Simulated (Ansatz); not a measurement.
Ansatz results at the PBE0-D4/def2-TZVP geometry: LUMO energy (ωB97M-V/def2-TZVPP) 1.47 eV; HOMO–LUMO gap (B3LYP/def2-TZVPP) 7.47 eV; HOMO energy (PBE0/def2-TZVPP) -7.97 eV.

Each molecule was computed in one conformer, which needn't be the lowest.

(1) Which molecule gave them?
A. `CC(O)[O][AlH2]`
B. `[Cl][AlH][Cl]`
C. `CO[CH2][AlH][OH]`
D. `C[O][AlH][O]C`

## Answers

(1) D. The others give `[Cl][AlH][Cl]`: 0.24, 7.42, -9.32; `CC(O)[O][AlH2]`: 0.56, 6.58, -8.01; `CO[CH2][AlH][OH]`: 0.93, 5.68, -6.76.

B3LYP here is the variant with VWN-RPA as its local correlation; programs differ in this.
